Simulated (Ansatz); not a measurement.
## Ansatz (development build ahead of 0.2.0) run

```yaml
crystal:
  periodic: [false, false, false]
  atoms:
    - { symbol: H, position_ang: [-1.85107, -1.85085, -1.49215] }
    - { symbol: H, position_ang: [-1.81536, -1.81418, -2.22151] }
    - { symbol: H, position_ang: [-1.81412, -1.81469, 2.22163] }
    - { symbol: H, position_ang: [-1.85122, -1.85183, 1.49236] }
    - { symbol: H, position_ang: [-1.85084, 1.85402, -1.49225] }
    - { symbol: H, position_ang: [-1.81413, 1.81428, -2.22143] }
    - { symbol: H, position_ang: [-1.81248, 1.81409, 2.22128] }
    - { symbol: H, position_ang: [-1.8542, 1.8492, 1.49212] }
    - { symbol: H, position_ang: [1.8544, -1.85988, -1.49274] }
    - { symbol: H, position_ang: [1.81136, -1.80846, -2.22106] }
    - { symbol: H, position_ang: [1.81339, -1.81452, 2.2214] }
    - { symbol: H, position_ang: [1.8526, -1.84904, 1.4921] }
    - { symbol: H, position_ang: [1.84709, 1.857, -1.49236] }
    - { symbol: H, position_ang: [1.81853, 1.80809, -2.2214] }
    - { symbol: H, position_ang: [1.81328, 1.81513, 2.22159] }
    - { symbol: H, position_ang: [1.85275, 1.85171, 1.49239] }
basis:
  gaussian: { orbitals: "6-31G" }
hamiltonian:
  xc: hf
```

The input is written out in the form of the current development build from the run's settings.

The run gave:

* Converged: yes
* Total energy: -9.01405 hartree
* Spin squared of the determinant: 0.000
